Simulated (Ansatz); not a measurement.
The cluster Sn₆S₆, relaxed as a singlet with RKS PBE-D4/def2-SVP in Ansatz, starting from the GFN1-xTB geometry. Force threshold 0.03 eV/Å.

In the def2 sets Sn takes a core potential; there is no spin–orbit coupling. The structure comes from a short search, and lower isomers may exist.

Start:

Cartesian coordinates in Å:
```
Sn 0.3332 -1.6742 1.6095
Sn 2.9808 0.5310 0.3710
Sn -0.5060 1.3431 0.7834
Sn -3.1374 -0.5328 0.0789
Sn 1.4044 -0.9991 -2.0784
Sn -0.9748 0.8727 -2.3692
S -2.7045 1.7904 -0.8766
S 1.3192 1.5008 -1.3347
S -0.7301 -1.0338 -0.6725
S 2.4720 -1.9247 -0.0606
S -1.9172 -0.3435 2.2223
S 1.4604 0.4702 2.3270
```

```csv
step,energy (eV),largest force component (eV/Å),SCF passes
1,-99967.8778,2.500,25
2,-99969.3592,0.818,27
3,-99969.5883,0.426,22
4,-99969.7670,0.361,26
5,-99969.8992,0.168,26
6,-99969.9174,0.278,26
7,-99969.9502,0.120,22
8,-99969.9567,0.076,20
9,-99969.9585,0.006,22
```

Force components are those of the run's own axes.

End:

```xyz
12

Sn    0.262   -1.765    1.479
Sn    3.149    0.617    0.535
Sn   -0.479    1.949    1.157
Sn   -3.202   -0.571    0.099
Sn    1.518   -1.160   -2.153
Sn   -1.137    0.832   -2.510
S    -2.670    1.827   -0.788
S     1.136    1.410   -1.181
S    -0.945   -1.572   -1.140
S     2.743   -1.887   -0.085
S    -1.824   -0.096    2.177
S     1.449    0.417    2.410
```

Bonds lost: Sn3–S9 (atoms count from 1).

No frequencies were taken in this run, so the end may be a saddle point.

It took 73 s on 4 threads of Arm Neoverse V2 on a shared host, peak host memory 0.78 GiB.
